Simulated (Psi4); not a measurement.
## GaH2BrO2 (SMILES [OH][Ga]([OH])[Br]): the dipole moment, rung by rung

The species is GaH2BrO2 (6 atoms), meant as a singlet with charge 0. SMILES: `[OH][Ga]([OH])[Br]`. Geometry: optimised at PBE0/def2-TZVP. This is one conformer, not always the lowest.

```xyz
6

O    -0.5702    1.3430   -0.6537
Ga   -0.2023   -0.3514   -0.2738
O     0.8727   -0.8701    1.0401
Br   -1.1628   -1.9473   -1.5413
H    -0.1354    1.9818   -0.0843
H     1.2549   -0.1513    1.5485
```

Quantity: the dipole moment, in D. The values are calculated.

```
                                 level                    kind  program  value (D)  CPU time
   PBE-D4/def2-TZVPP (density fitting)                     GGA     Psi4       2.88      66 s
r2SCAN-D4/def2-TZVPP (density fitting)                meta-GGA     Psi4       2.99   2.8 min
 B3LYP-D4/def2-TZVPP (density fitting)           global hybrid     Psi4       2.94      60 s
  PBE0-D4/def2-TZVPP (density fitting)           global hybrid     Psi4       2.97      59 s
  wB97M-V/def2-TZVPP (density fitting)  range-separated hybrid     Psi4       3.00   3.4 min
```

All-electron rows without a relativistic Hamiltonian named are non-relativistic. The values span 2.88 to 3.00 D. Magnitudes only. CPU times are rough (shared hosts, several kinds of processor): they show what a rung costs within a factor of a few.
